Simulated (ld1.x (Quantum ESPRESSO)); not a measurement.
Reading a pseudo-wave (Ca)

Columns: radius, all-electron u(r) and pseudo u(r) of the 3p shell (level -28.06 eV) of calcium in the configuration [Ne] 3s2 3p6 3d0 4s2 4p0; PW91, scalar-relativistic, TM scheme, ld1.x (Quantum ESPRESSO) 7.5.

| r (bohr) | all-electron | pseudo |
| --- | --- | --- |
| 0.098 | 0.3145 | -0.0211 |
| 0.195 | 0.4768 | -0.0817 |
| 0.292 | 0.3547 | -0.1767 |
| 0.390 | 0.0890 | -0.2994 |
| 0.488 | -0.2043 | -0.4380 |
| 0.585 | -0.4621 | -0.5784 |
| 0.682 | -0.6651 | -0.7090 |
| 0.780 | -0.8105 | -0.8188 |
| 0.878 | -0.9006 | -0.8973 |
| 0.975 | -0.9440 | -0.9402 |
| 1.072 | -0.9517 | -0.9500 |
| 1.170 | -0.9326 | -0.9323 |
| 1.268 | -0.8948 | -0.8948 |
| 1.365 | -0.8452 | -0.8452 |
| 1.463 | -0.7880 | -0.7880 |
| 1.560 | -0.7280 | -0.7280 |
| 1.658 | -0.6665 | -0.6665 |
| 1.755 | -0.6068 | -0.6068 |
| 1.852 | -0.5495 | -0.5495 |
| 1.950 | -0.4948 | -0.4948 |
| 2.047 | -0.4443 | -0.4443 |
| 2.145 | -0.3974 | -0.3974 |
| 2.242 | -0.3548 | -0.3548 |
| 2.340 | -0.3157 | -0.3157 |
| 2.438 | -0.2803 | -0.2803 |
| 2.535 | -0.2489 | -0.2489 |

Task: How many radial nodes do the two functions have?

Result: The all-electron 3p function has n − l − 1 = 1; the pseudo-wave has 0, since the states of the same l below it are removed with the core.

Task: At about which radius was the pseudo-wave matched?

Result: 1.35 bohr. The columns agree to 0.0005 from 1.17 bohr on; several derivatives are matched, so the curves merge somewhat inside the radius.

Task: Is the pseudo-wave norm-conserving?

Result: Yes: the TM scheme keeps the norm inside the radius equal to the all-electron one, which fixes the energy derivative of the logarithmic derivative at the level.
